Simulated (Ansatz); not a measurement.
# One elementary step

Start structure (Si₅H₁₀OF₄, closed shell), relaxed at PBE0-D4/def2-TZVP:

Si1  (-2.177, 1.933, -1.655)
F2  (-1.716, 3.244, -0.934)
F3  (-0.978, 1.213, -2.357)
F4  (-2.943, 0.966, -0.697)
F5  (-3.181, 2.362, -2.780)
H6  (0.127, 2.019, 0.684)
O7  (-0.361, 1.233, 0.432)
Si8  (0.455, -0.229, 0.514)
Si9  (-1.082, -1.917, 0.002)
Si10  (1.312, -0.596, 2.669)
Si11  (2.244, -0.305, -1.006)
H12  (-0.352, -3.210, 0.115)
H13  (-2.220, -1.920, 0.958)
H14  (-1.599, -1.781, -1.385)
H15  (2.224, 0.516, 3.060)
H16  (0.223, -0.685, 3.680)
H17  (2.085, -1.867, 2.675)
H18  (3.136, 0.871, -0.801)
H19  (1.772, -0.302, -2.416)
H20  (3.032, -1.544, -0.760)
(Å)

The step: Si₄H₁₀O ([OH][Si]([SiH3])([SiH3])[SiH3]) + SiF₄ ([F][Si]([F])([F])[F]) → Si₅H₉OF₃ ([F][Si]([F])([F])[O][Si]([SiH3])([SiH3])[SiH3]) + HF; bonds formed: Si1–O7, F2–H6; bonds broken: Si1–F2, H6–O7. Ansatz 0.2.0; basis: def2-TZVPP and def2-QZVPP; cores frozen in the correlated methods. Extrapolation: Hartree–Fock as exp(−7.88 √X), correlation as X^−2.97. Energies below are by CCSD(T) at an estimated basis limit (MP2 extrapolated from triple and quadruple zeta, plus CCSD(T) − MP2 in triple zeta).

(1) What are the electronic barrier and the energy of the step, from the start structure to the end structure? (Judge from chemistry; the value comes from the calculation.)

The T1 diagnostic stays at or below 0.013.

## Answers

(1) Computed: Barrier 1.081 eV; step energy 0.093 eV (uphill); reverse barrier, their difference, 0.988 eV. Barrier and step energy count from the start structure, the reverse barrier from the end structure.

The saddle point: One imaginary mode of 792i cm⁻¹.
```
  pair  start (Å)  saddle (Å)  end (Å)
Si1–O7       2.85        1.72     1.61
 F2–H6       2.74        1.19     0.93
Si1–F2       1.56        1.89     3.77
 H6–O7       0.96        1.17     1.76
```

Zero-point energy (harmonic, PBE0-D4): ZPE is 2.800 eV at the start and 2.730 eV at the saddle, so the barrier goes from 1.081 to 1.011 eV.

The step is the kind of ligand exchange by which a precursor binds to a hydroxyl group, or is hydrolysed, in atomic layer deposition of oxides. Here a small cluster stands in for the surface site.

Labels in which every atom is bracketed show which atoms are joined, not bond orders.

For scale, one of the runs: CCSD(T)/def2-TZVPP, 505 basis functions, launched by `ansatz run in.yaml --threads 4 --pin off --events-out ev --progress --plain --max-ram 66560MiB --backend cuda --devices 0, --max-vram 37GiB`. Hardware: 4 CPU threads of an AMD EPYC 7R13 and a share of one NVIDIA H100, shared host. Wall time 98 s; peak host memory 2.3 GiB.
